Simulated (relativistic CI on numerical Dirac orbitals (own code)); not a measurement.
Calculated at this level of theory: Dirac-Coulomb-Breit CI, KLI orbitals optimised for each configuration, model QED (radiative potential, 1s self-energy scaled to tabulated hydrogen-like ionisation energies), unscaled Slater integrals (own radial code, finite nucleus).

The strongest absorption lines from the ground level of an ion, among the configurations computed and to levels below about 735 eV (vacuum wavelength in nm, gf): 2.6864 (0.012), 2.7164 (0.012), 2.8160 (0.007), 2.9684 (0.0062), 3.2304 (0.64).

Task: Which ion is it?
A. Ho⁴⁵⁺
B. Lu⁴⁹⁺
C. Eu⁴¹⁺
D. Lu⁵¹⁺

Result: B. Lu⁴⁹⁺ has 22 electrons and the ground level 3s2 3p6 3d4 3P_0; the strongest line goes to 3s2 3p5 3d5 3D°_1. The pattern of lines fixes the number of electrons, and along that sequence the line energies rise steadily with the charge (about as its square where n changes within one kind of shell, about linearly where n is kept but much faster in heavy ions where fine structure, which grows about as Z⁴, sets the gap, and irregularly where shells cross), which fixes Z. Configurations outside the model, such as inner-shell arrays, can give stronger lines. At this charge energies of transitions that change n are usually good to better than 1 %, and those within a shell (Δn = 0) to a few per cent.

LS names give the leading component of a level, which can be under half, so a name can repeat, a term be missing and a line seem to break the LS rules.
